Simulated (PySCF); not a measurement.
Stepwise substitution at one centre (Ga Cl-Br). All species are isolated molecules in the gas phase. Strings in code marks are SMILES.

These are PBE-D3(BJ)/def2-TZVP // PBE0-D3(BJ)/def2-TZVP in PySCF values and carry that method's errors. Excitations are Tamm–Dancoff values on a coarser integration grid. The basis has no diffuse functions, so Rydberg states are missing or too high.

```csv
species,HOMO–LUMO gap (eV),S1–T1 gap (TDA) (eV),T1 excitation (TDA) (eV)
0 of 3 Cl replaced by Br (`[Cl][Ga]([Cl])[Cl]`),5.12,0.32,4.96
1 of 3 Cl replaced by Br (`[Cl][Ga]([Cl])[Br]`),4.72,0.34,4.56
2 of 3 Cl replaced by Br (`[Br][Ga]([Br])[Cl]`),4.50,0.32,4.35
3 of 3 Cl replaced by Br,4.31,0.30,4.17
```
